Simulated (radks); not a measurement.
Values are calculated unless marked as measured or tabulated.
Question: The platinum ion Pt1.75+, 76.25 electrons, occupied as [Kr] 4d10 4f14 5s(up 1, down 0.25) 5p6 5d9 (fractional occupations, a model configuration). Code: a radial shooting solver on a logarithmic mesh with Libxc functionals. Model: scalar-relativistic Kohn-Sham, PBE, spin-polarised, spherical densities, point nucleus; open shells are filled with parallel spins first (spin-orbit coupling, left out, can overturn this in heavy ions). Some entries of the table are withheld. Estimate them.

orbital  occ.  eigenvalue (Ry)  <1/r> (bohr^-1)
1s up       1        -5766.774            94.02
1s down     1        -5766.764            94.02
2s up       1        -1014.320            22.03
2s down     1        -1014.308            22.03
2p up       3        -879.1276            19.66
2p down     3        -879.1165            19.66
3s up       1        -239.4303            8.165
3s down     1        -239.4217            8.165
3p up       3        -200.0684            7.465
3p down     3        -200.0594            7.465
3d up       5        -157.4257            7.031
3d down     5        -157.4151            7.031
4s up       1        -52.66270            3.493
4s down     1        -52.64568            3.493
4p up       3        -39.75675            3.157
4p down     3        -39.73884            3.158
4d up       5        -24.09306            2.826
4d down     5        -24.07083            2.827
5s up       1         -8.97404            1.424
5s down  0.25         -8.87478            1.425
4f up       7         -6.68660            2.392
4f down     7         -6.65500            2.395
5p up       3              (1)              (2)
5p down     3              (3)              (4)
5d up       5         -1.78092           0.8495
5d down     4         -1.70549           0.8402

Answer: 
(1) 5p up eigenvalue (Ry): -5.57418
(2) 5p up <1/r> (bohr^-1): 1.211
(3) 5p down eigenvalue (Ry): -5.47588
(4) 5p down <1/r> (bohr^-1): 1.209
